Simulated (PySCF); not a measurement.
Cd(OH)(OMe) (CH₄CdO₂), SMILES C[O][Cd][OH].

The structure is a stationary point at r2SCAN-D4/def2-SVP. The structure was generated by enumeration; whether it is a known compound was not checked. The def2 effective core potentials stand for the cores of Cd; spin–orbit coupling is left out. Other conformers were not sampled.

Two levels are set side by side: TDA-PBE/def2-SVPD (PySCF) and TDA-PBE0/def2-SVPD (PySCF). Vertical, same geometry. The lowest singlet is HOMO→LUMO 100 % with PBE and HOMO→LUMO 98 % with the other functional; states are paired by order. Differences are taken from unrounded values.

```json
[
 {"quantity": "lowest singlet excitation (eV)", "TDA-PBE0": "4.30"},
 {"quantity": "lowest triplet excitation (TDA) (eV)", "TDA-PBE0": "3.93"},
 {"quantity": "first bright state (f over 0.05) (eV)", "TDA-PBE0": "5.28"},
 {"quantity": "its oscillator strength", "TDA-PBE0": "0.07"}
]
```

What does TDA-PBE give, and how far is it from TDA-PBE0? (Estimate from the structure and the level; the computed values follow.)


```json
[
 {"quantity": "lowest singlet excitation (eV)", "TDA-PBE": "3.56", "TDA-PBE minus TDA-PBE0": "-0.74"},
 {"quantity": "lowest triplet excitation (TDA) (eV)", "TDA-PBE": "3.24", "TDA-PBE minus TDA-PBE0": "-0.70"},
 {"quantity": "first bright state (f over 0.05) (eV)", "TDA-PBE": "4.61", "TDA-PBE minus TDA-PBE0": "-0.67"},
 {"quantity": "its oscillator strength", "TDA-PBE": "0.06", "TDA-PBE minus TDA-PBE0": "-0.01"}
]
```

Functionals without exact exchange tend to place singlet excitations lower, as here. Differences between two approximate levels are no errors against the true value.

Rough cost on one machine, each run with all the roots and properties that it gave: TDA-PBE0 against TDA-PBE about 2 times.
